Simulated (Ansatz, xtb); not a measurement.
**HNOSe: which of two isomers lies lower**

Structure a: `O=[NH+][Se-]`, a singlet. Structure b: `O=N[SeH]`, a singlet. Both are isolated molecules in the gas phase, relaxed with PBE-D3(BJ)/def2-SVP; the shapes shown needn't be the lowest conformers.

a (Å):

```
atom    x (Å)    y (Å)    z (Å)
   N   0.1218  -0.1149  -0.5801
   O   0.5258   1.0269  -0.7602
  Se   0.9177  -1.5231   0.2436
   H  -0.8354  -0.3403  -0.9524
```

b (Å):

```xyz
4

N    -1.9650   -0.2213    0.6402
O    -2.7239   -1.0729    0.3918
Se   -2.1435    1.6008   -0.4514
H    -0.9872    2.0653    0.3526
```

Quicker runs give these differences E(b) − E(a): GFN2-xTB +0.210 eV; HF/STO-3G −0.930 eV (at GFN2-xTB geometries); r2SCAN-D4/def2-SVP +0.087 eV (at GFN2-xTB geometries).

Problem. Which of the two would you expect CCSD(T)/def2-TZVPP electronic energies to favour?

Solution. Structure b; the calculation gives E(b) − E(a) = −0.129 eV.

How the difference moves with the method:

```tsv
level	geometry	E(b) − E(a) (eV)	departure from the last row (eV)	job, with rough time for the two
GFN2-xTB	GFN2-xTB	+0.210	+0.339	optimisation, 0.27 s
HF/STO-3G	GFN2-xTB	−0.930	−0.801	single point, 0.84 s
r2SCAN-D4/def2-SVP	GFN2-xTB	+0.087	+0.215	single point, 3.3 s
PBE-D3(BJ)/def2-SVP	PBE-D3(BJ)/def2-SVP	−0.171	−0.043	optimisation, 23 s
HF/def2-TZVPP	PBE-D3(BJ)/def2-SVP	−0.224	−0.095	part of the CCSD(T) run
MP2/def2-TZVPP	PBE-D3(BJ)/def2-SVP	+0.085	+0.213	part of the CCSD(T) run
CCSD(T)/def2-TZVPP	PBE-D3(BJ)/def2-SVP	−0.129		single point, 74 s
```

As drawn, b has 1 Se–H in place of 1 N–H.

GFN2-xTB, r2SCAN-D4/def2-SVP, MP2/def2-TZVPP put the two in the other order. The largest departure from CCSD(T)/def2-TZVPP is that of HF/STO-3G, 0.801 eV.

With harmonic frequencies from PBE-D3(BJ)/def2-SVP (ideal gas, rigid rotor, one conformer each, 298.15 K, 1 atm): on the last row, ΔE + ΔZPE = −0.252, ΔH = −0.234, ΔG = −0.271 eV.

The T1 diagnostic of structures a and b is large, so the coupled-cluster value is less sure. The correlated steps freeze 11 core orbitals; the filled d shell of Se is correlated, in a basis made for valence electrons. Run with Ansatz 0.2.0, xtb 6.7.1; the last row on 1 thread of AMD EPYC (Zen 3) on a shared host.
